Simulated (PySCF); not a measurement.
Ions at one geometry of [WCl6]−

PySCF 2.14.0, UKS r2SCAN, W def2-SVP with ECP60, Cl def2-SVP; non-relativistic Hamiltonian with scalar-relativistic core potentials where named; density fitting; no spin-orbit coupling; singlets restricted, open shells unrestricted. The geometry is relaxed for charge -1, doublet, vacuum:

```xyz
7

W     0.0000    0.0000    0.0000
Cl   -0.0002   -0.0015    2.3420
Cl    0.0002    0.0015   -2.3420
Cl    2.3701    0.0000    0.0002
Cl    0.0000    2.3701    0.0016
Cl   -2.3701    0.0000   -0.0002
Cl    0.0000   -2.3701   -0.0016
```

Energies count from the relaxed state; an electron taken off or put on is at rest in vacuum. Charges and spins are Mulliken's.

| state | energy (eV) | spin squared | charge on W1 (e) | spin on W1 (e) | dipole about the centre of mass (D) |
| --- | --- | --- | --- | --- | --- |
| charge -1, doublet, vacuum | 0.00 | 0.76 | 0.85 | 0.93 | 0.00 |
| charge 0, triplet, vacuum | 5.62 | 2.01 | 0.86 | 0.86 | 0.00 |

Q: What does the state charge 0, singlet, vacuum give?

A: energy (eV) 3.84, spin squared 0.00, charge on W1 (e) 0.94, spin on W1 (e) 0.00, dipole about the centre of mass (D) 0.00.

With an electron taken off (singlet, the lower of the two states computed) the charges change, summed by element, by W +0.08 e, Cl +0.92 e. The vertical ionisation energy is 3.84 eV, against −ε(HOMO) = 1.37 eV over both spins of the relaxed state. The level lies 2.5 eV too high, as is usual for semilocal functionals and global hybrids, which keep a self-interaction error.

Open shells may have lower solutions than those found.

No frequency check is given that shows the relaxed geometry to be a minimum. No other spin state of this charge was computed.
